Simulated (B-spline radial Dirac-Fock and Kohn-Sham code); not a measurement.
Electron momentum distribution of Li: Compton profiles

System: the Li atom, [He] 2p1 (not the ground configuration).

Calculated with a radial B-spline solver, using the impulse approximation on relativistic Hartree-Fock (Dirac-Fock) wave functions, averaged over the configuration. pz is in atomic units of momentum; subshell profiles are per electron, for a selection of subshells; open shells are spread over both j values by their weights.

```tsv
pz	J total	J 1s1/2	J 2p1/2	J 2p3/2
0	1.965	0.329	1.31	1.31
0.1	1.946	0.327	1.29	1.29
0.14	1.905	0.326	1.25	1.25
0.21	1.753	0.322	1.11	1.11
0.3	1.450	0.315	0.820	0.820
0.43	1.025	0.301	0.422	0.422
0.62	0.6799	0.276	0.129	0.129
0.89	0.4873	0.232	0.0241	0.0241
1.3	0.3309	0.164	0.00291	0.00291
1.9	0.1781	0.0889	0.000315	0.000314
2.7	0.07374	0.0368	4.11e-05	4.11e-05
3.9	0.02085	0.0104	4.71e-06	4.70e-06
5.6	0.004466	0.00223	< 1e-6	< 1e-6
8	0.0007800	0.000390	< 1e-6	< 1e-6
12	8.835e-05	4.42e-05	< 1e-6	< 1e-6
17	1.226e-05	6.13e-06	< 1e-6	< 1e-6
```

J(0) = 1.965. The 2p3/2 subshell gives the largest part, 44 %.

Mean momentum ⟨p⟩ by subshell (a.u.): 1s1/2 2.25, 2p1/2 0.475, 2p3/2 0.475.
